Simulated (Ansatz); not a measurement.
`N[SiH]1N=C1Cl` → C• + Cl• + 3 H• + 2 N• + Si•  (atomization)

Program: Ansatz. Geometries: PBE0-D4/def2-TZVP. ΔE: electronic, gas phase. CCSD(T)/CBS adds triple-zeta CCSD(T) − MP2 to the extrapolated MP2 energy (def2 sets, frozen cores). This one scheme is used for every species, atoms too. DFT in def2-TZVPP. B3LYP here is the variant with VWN-RPA as its local correlation; programs differ in this. Open shells (•) are unrestricted, without spin–orbit coupling. Spin–orbit coupling would lower the free atoms: a little for C, Cl, Si. Each species was taken in one conformer, which may not be the lowest.

`N[SiH]1N=C1Cl`:

Cartesian coordinates in Å:
```
N 1.018 -0.311 1.094
Si 0.342 0.274 -0.333
N -1.209 1.137 -0.339
C -1.317 -0.024 -0.858
Cl -2.748 -0.788 -1.448
H 0.483 -0.676 1.863
H 2.009 -0.302 1.262
H 1.424 0.690 -1.241
```

```csv
level,ΔE (kcal/mol)
PBE0-D4,690.7
B3LYP-D4,687.5
```

Question: What does CCSD(T)/CBS give? (An estimate is asked.)

Answer: The calculation gave: +684.7 kcal/mol. The listed levels differ from it by 6.0, 2.8 kcal/mol.

Largest T1 diagnostic among the species: 0.013.

From PBE to PBE0 (25 % exact exchange), in def2-TZVPP and without D4, ΔE moves by −24.0 kcal/mol: exact exchange takes away binding that semilocal exchange gives to molecules. At CCSD(T), def2-SVP lies −65.4 kcal/mol from the extrapolated value and def2-TZVPP −27.7 kcal/mol: correlation converges slowly with the basis, and small sets miss more of it in the bonded molecule than in its fragments. The D4 term adds +7.5 kcal/mol with B3LYP and +3.9 kcal/mol with PBE0; it sums over pairs of atoms, weighted by their polarisabilities, and B3LYP, whose exchange is more repulsive, gets the larger term.

For atomizations the MP2-based limit and the directly extrapolated one differ by several kJ/mol either way, and by 10 to 25 for some Ge, Se and Sn compounds, so smaller differences from it don't rank the levels.
